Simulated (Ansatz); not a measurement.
SeF2: single points at one geometry.

```yaml
crystal:
  periodic: [false, false, false]
  atoms:
    - {symbol: Se, position_ang: [0.004933, -0.007526, -0.771082]}
    - {symbol: F, position_ang: [1.295892, -0.018531, 0.394060]}
    - {symbol: F, position_ang: [-1.300824, 0.026057, 0.377032]}
basis:
  gaussian: {orbitals: 6-31G}
hamiltonian: {xc: hf}
scf: {omitted_lower_state_checks: [starts]}
output: {orbitals: {seedname: orbitals}}
```

The file start.molden holds the orbitals of an earlier run on this structure, at another level or in another basis.

```sh
$ ansatz run in.yaml --threads 4 --pin off --events-out ev --progress --plain --max-ram 3916MiB
```

Shortened log:

```
Functional definition: HF
412 factors; integrals over basis functions are off by at most 7.2e-4 eV
mean field evaluation 1: about -70700.0236 eV, gradient 2.8e1 eV
mean field evaluation 2: about -70700.1198 eV, gradient 2.8e1 eV
mean field evaluation 4: about -70701.9274 eV, gradient 1.8e0 eV
mean field evaluation 8: about -70701.9454 eV, gradient 1.6e-1 eV
mean field -70701.94563273 eV, -2598.2485785028 hartree, gradient 1.7e-5 eV, S^2 0.000000; 0 other end points of the search recorded, 0 dependent functions left out
reference -70701.94563273 eV, -2598.2485785028 hartree; 26, 26 occupied and 21, 21 virtual orbitals, 412 factors
Total energy: -70701.94563273 eV, -2598.2485785028 hartree
Checks for a lower state left out: starts
```

Hardware: 4 threads of Arm Neoverse V2 on a shared host. Wall time 0.2 s.

First input, but with `gaussian: {orbitals: def2-SVP, initial_orbitals: start.molden}`, `hamiltonian: {xc: pbe, dispersion: d4}` (abridged; 0.35 s):

```
Functional definition: PBE
mean field -70754.92721292 eV, -2600.1956156627 hartree, gradient 1.1e-5 eV, S^2 0.000000
Total energy: -70754.96472128 eV, -2600.1969940696 hartree
Checks for a lower state left out: starts
```

The first input with `gaussian: {orbitals: def2-TZVPD, initial_orbitals: start.molden}`, `hamiltonian: {xc: r2scan, dispersion: d4}` (abridged; 1.8 s):

```
Functional definition: r2SCAN
mean field -70782.30657124 eV, -2601.2017885225 hartree, gradient 9.8e-6 eV, S^2 0.000000
Total energy: -70782.31460436 eV, -2601.2020837344 hartree
Checks for a lower state left out: starts
```

The first input with `gaussian: {orbitals: def2-TZVP, initial_orbitals: start.molden}`, `hamiltonian: {xc: pbe, dispersion: d4}`, `output: {forces: true, orbitals: {seedname: orbitals}}` (abridged; 0.6 s):

```
Functional definition: PBE
mean field -70770.15383390 eV, -2600.7551836626 hartree, gradient 1.7e-5 eV, S^2 0.000000
Total energy: -70770.19134905 eV, -2600.7565623191 hartree
Atom 0 force     0.004654    -0.007464    -0.765192 eV/Å
Atom 1 force     0.502026    -0.004927     0.386010 eV/Å
Atom 2 force    -0.506680     0.012391     0.379182 eV/Å
Dipole moment:     0.002397    -0.003644    -0.373348 e Å
Checks for a lower state left out: starts
```

As the first input, with `gaussian: {orbitals: def2-TZVP, initial_orbitals: start.molden}`, `correlation: {method: mp2}` and without the key `hamiltonian` (abridged; 0.55 s):

```
Functional definition: HF
mean field -70715.87888559 eV, -2598.7606161011 hartree, gradient 5.8e-6 eV, S^2 0.000000
11 core orbitals not correlated: weight in the atoms' cores, before any rotation towards them, 1.000 or more for the frozen orbitals, at most 0.000 for the correlated occupied ones
second order -20.94695222 eV of doubles, -0.00000000 eV of singles
Total energy: -70736.82583781 eV, -2599.5304023969 hartree
Checks for a lower state left out: starts
```

First input, but with `gaussian: {orbitals: def2-TZVP, initial_orbitals: start.molden}`, `hamiltonian: {xc: lda}` (abridged; 0.35 s):

```
Functional definition: SPW92
mean field -70657.52218573 eV, -2596.6160469367 hartree, gradient 8.2e-5 eV, S^2 0.000000
Total energy: -70657.52220701 eV, -2596.6160477189 hartree
Checks for a lower state left out: starts
```

As the first input, with `gaussian: {orbitals: def2-TZVP, initial_orbitals: start.molden}`, `hamiltonian: {xc: {name: r2SCAN0}, dispersion: d4}` (abridged; 1.5 s):

```
Functional definition: r2SCAN0
mean field -70781.05707909 eV, -2601.1558705328 hartree, gradient 2.3e-5 eV, S^2 0.000000
Total energy: -70781.06664078 eV, -2601.1562219184 hartree
Checks for a lower state left out: starts
```

Geometry: r2SCAN-D4/def2-TZVP.

The 6-31G sets use Cartesian d functions. Correlated methods freeze 11 core orbitals; core or outer-core shells of Se are correlated, in sets that lack core-valence functions.
